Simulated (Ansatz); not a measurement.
Ideal-gas functions of `[F][GeH]([SH])[Cl]` at 600 K and 1 bar, from an Ansatz frequency run at PBE0-D4/def2-TZVP.

Molar mass 161.14 g/mol, point group C1 (symmetry number 1), electronic degeneracy 1, moments of inertia 131.933, 239.795, 325.456 u Å². Harmonic wavenumbers (cm⁻¹, unscaled): 106, 169, 196, 204, 418, 448, 653, 699, 725, 800, 2214, 2710.

Use S(trans) = R[1.5 ln M + 2.5 ln T − 1.1517]; rotational temperatures θ = 24.2544 K / I; S(rot) = R[ln(√π/σ · √(T³/θAθBθC)) + 1.5]; for each mode x = 1.438777 ν̃/T, S = R[x/(eˣ − 1) − ln(1 − e⁻ˣ)] and H = RT x/(eˣ − 1); 1 cm⁻¹ = 0.0119627 kJ/mol; R = 8.31446 J/(mol·K).

Problem. By hand: the entropy, in J/(mol·K).

Solution. Translation 186.8. Rotation: θ = 0.1838, 0.1011, 0.0745 K, giving 124.4. Vibration, mode by mode: 19.73, 15.88, 14.67, 14.34, 8.63, 8.11, 5.39, 4.93, 4.69, 4.07, 0.26, 0.09, in all 100.8. Electronic 0.0. Sum 412.0 J/(mol·K).

Problem. By hand: H − E and G − E in kJ/mol, counted from the electronic energy.

Solution. Zero-point energy ½ × 9342 × 0.0119627 = 55.9; thermal vibration 29.5; translation, rotation and pV give 4 RT = 20.0. H − E = 105.4 kJ/mol, and G − E = 105.4 − 600 × 412.0/1000 = -141.8 kJ/mol.

Vibration gives 24 % of the entropy, 19.7 J/(mol·K) of it from the mode under 150 cm⁻¹: soft modes count most, and the harmonic formula is weakest for them. The sum counts one conformer and one mirror image; others add a mixing term.
